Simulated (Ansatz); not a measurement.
Species: YO, charge 0, doublet. YO (SMILES [O]=[Y], doublet).
B3LYP-D3(BJ)/def2-TZVP minimum from Ansatz (a quantum-chemistry and plane-wave program):
```xyz
2

Y      0.0000     0.0000    -0.3067
O      0.0000     0.0000     1.4952
```
Charge 0, spin multiplicity 2.

Atomisation energy term by term, kcal/mol (programs: Ansatz). Open shells are spin-unrestricted; no spin-orbit coupling. Correlated methods leave the cores frozen (noble-gas shells, and filled d and f shells in the p block). Past Kr the def2 sets carry scalar-relativistic core potentials. CBS(X,Y): correlation extrapolated as X^-3, Hartree-Fock from the larger set. A bracket is a step between two methods taken in the basis named. For partners of very few electrons the exact lower level stands in for a higher one. The determinant of Y ([Y], doublet) is a saddle point of the SCF energy; a lower one exists, which strains HF and MP2.

```tsv
term	basis	kcal/mol
Hartree-Fock	def2-QZVPP	94.26
CCSD correlation	CBS(def2-TZVPP,def2-QZVPP)	63.58
(T)	CBS(def2-TZVPP,def2-QZVPP)	9.07
CCSDT(Q) - CCSD(T)	def2-QZVPP	-0.36
CCSDTQ - CCSDT(Q)	def2-SVP	-0.18
sum: De		166.4
```

The step beyond CCSD(T) by other levels: CCSDTQ in def2-SVP 0.22; CCSDT(Q) in def2-SVP 0.39; CCSDT(Q) in def2-TZVPP -0.27 kcal/mol.
